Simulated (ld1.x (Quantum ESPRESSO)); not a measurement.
## O (Z = 8): variants of one ultrasoft potential

Base potential:

* Element: O (Z = 8)
* Generator: ld1.x (Quantum ESPRESSO) 7.5
* Type: ultrasoft
* Functional: PBE
* Relativity: non-relativistic
* Frozen core: [He]
* Valence charge: 6
* Reference configuration: 2s1.5 2p4.5
* Partial waves: 2s (bound): rcut 0.70, rcutus 0.95 bohr; 2s channel at 2.2 Ry: rcut 0.70, rcutus 0.95 bohr; 2p (bound): rcut 1.40, rcutus 1.65 bohr; 2p channel at -0.15 Ry: rcut 1.40, rcutus 1.65 bohr
* Local potential: all-electron potential smoothed inside 0.70 bohr (lloc = -2)
* Core correction: Bessel-smoothed model core inside 0.45 bohr
* Augmentation charge: PSQ, radius 0.55 bohr

Cutoffs, loose and tight: the cutoffs (Ry, on a coarse ladder) from which the occupation-weighted sum of valence levels, in a spherical-Bessel basis at the reference potential, stays within 10 and 1 mRy of its value at 400 Ry. They do not see the model core or the augmentation charge, which bear on the density cutoff. Test errors are all-electron minus pseudo excitation energies from the reference, over the configurations 2s2 2p4; 2s2 2p3; 2s2 2p2; 2s1 2p5; 2s2 2p0; 2s0 2p6; 2s2 2p1. A dash means not determined; rows that change the core or the reference have their own tests. The largest error is taken over the tests solved by every variant that gives reliable tests at all: 2s0 2p6; 2s1 2p5; 2s2 2p0; 2s2 2p2; 2s2 2p3; 2s2 2p4.

```tsv
change	outcome	cutoff, loose	cutoff, tight	bound ghosts	largest test error (meV)
base	generated	25 Ry	45 Ry	none	+76
all radii but the core radius scaled by about 0.76 (s 0.72, p 1.26 bohr, rcut 0.54/1.08); local potential all-electron potential smoothed inside 0.54 bohr (lloc = -2); augmentation PSQ, radius 0.42 bohr	generated	60 Ry	90 Ry	none	+170
all radii but the core radius scaled by about 0.86 (s 0.82, p 1.42 bohr, rcut 0.60/1.20); local potential all-electron potential smoothed inside 0.60 bohr (lloc = -2); augmentation PSQ, radius 0.48 bohr	generated	40 Ry	70 Ry	none	+126
all radii but the core radius scaled by about 1.04 (s 0.98, p 1.72 bohr, rcut 0.72/1.46); local potential all-electron potential smoothed inside 0.72 bohr (lloc = -2); augmentation PSQ, radius 0.58 bohr	generated	25 Ry	45 Ry	none	+55
all radii but the core radius scaled by about 1.12 (s 1.06, p 1.84 bohr, rcut 0.78/1.56); local potential all-electron potential smoothed inside 0.78 bohr (lloc = -2); augmentation PSQ, radius 0.62 bohr	generated	25 Ry	40 Ry	none	-31
all radii but the core radius scaled by about 1.18 (s 1.12, p 1.96 bohr, rcut 0.82/1.66); local potential all-electron potential smoothed inside 0.82 bohr (lloc = -2); augmentation PSQ, radius 0.66 bohr	generated	25 Ry	40 Ry	none	-61
all radii but the core radius scaled by about 1.37 (s 1.30, p 2.26 bohr, rcut 0.96/1.92); local potential all-electron potential smoothed inside 0.96 bohr (lloc = -2); augmentation PSQ, radius 0.76 bohr	generated	21 Ry	30 Ry	none	-214
```

Q: What comes out with this change to the base: all radii but the core radius scaled by about 0.95 (s 0.90, p 1.56 bohr, rcut 0.66/1.32); local potential all-electron potential smoothed inside 0.66 bohr (lloc = -2); augmentation PSQ, radius 0.52 bohr?

A: outcome: generated; cutoff, loose: 30 Ry; cutoff, tight: 50 Ry; bound ghosts: none; largest test error (meV): +95.

Q: What comes out with this change to the base: all radii but the core radius scaled by about 1.31 (s 1.24, p 2.16 bohr, rcut 0.92/1.84); local potential all-electron potential smoothed inside 0.92 bohr (lloc = -2); augmentation PSQ, radius 0.72 bohr?

A: outcome: generated; cutoff, loose: 21 Ry; cutoff, tight: 35 Ry; bound ghosts: none; largest test error (meV): -151.

Reading the sweep of the scale of all radii but the core radius (base = 1) (base included, trends over the rows without a ghost): The loose cutoff falls from 60 Ry at 0.76 to 21 Ry at 1.37. A larger radius leaves more room for a smooth pseudo-wave, so fewer plane waves are needed; a smaller one forces it to follow the all-electron wave where it bends sharply. The median size of the test errors (rows with all tests solved) is not monotonic: lowest 5.0 meV at 1.04, highest 31.2 meV at 0.76.
